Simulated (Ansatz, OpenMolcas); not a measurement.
A ladder of methods for InNH2Cl (SMILES [NH2][In][Cl])

InNH2Cl has 5 atoms, charge 0, and is taken as a doublet. As SMILES, `[NH2][In][Cl]`. Geometry: relaxed at PBE0-D4/def2-TZVP. This is one conformer, not always the lowest.

Quantity: the electronic atomisation energy, in eV. The values are calculated. Electronic energies at fixed atoms, without zero-point motion or spin-orbit coupling.

| level | kind | program | value (eV) | less CCSD(T)/def2-SVP |
| --- | --- | --- | --- | --- |
| UHF/def2-SVP (core potential) | Hartree–Fock | OpenMolcas | 8.54 | -3.66 |
| USVWN5/def2-SVP (core potential) | LDA | OpenMolcas | 15.73 | +3.53 |
| UBLYP/def2-SVP (core potential) | GGA | Ansatz | 13.27 | +1.07 |
| U-r2SCAN/def2-SVP (core potential) | meta-GGA | OpenMolcas | 13.43 | +1.23 |
| UM06-L/def2-SVP (core potential) | meta-GGA | OpenMolcas | 13.53 | +1.33 |
| UTPSS/def2-SVP (core potential) | meta-GGA | OpenMolcas | 13.57 | +1.37 |
| UBHLYP/def2-SVP (core potential) | global hybrid | OpenMolcas | 12.58 | +0.38 |
| UCAM-B3LYP/def2-SVP (core potential) | range-separated hybrid | Ansatz | 13.25 | +1.05 |
| UB2PLYP/def2-SVP (core potential) | double hybrid | Ansatz | 12.93 | +0.73 |
| ROCCSD(T)/def2-SVP (core potential) | coupled cluster or CI | OpenMolcas | 12.20 | 0.00 |

Differences are taken from ROCCSD(T)/def2-SVP (core potential) for orientation; it has basis-set and higher-order errors of its own. Correlated wave functions underbind in double-zeta sets. The values span 8.54 to 15.73 eV. In the correlated wave-function rows the outer d shell of In is correlated, in sets not made for it.
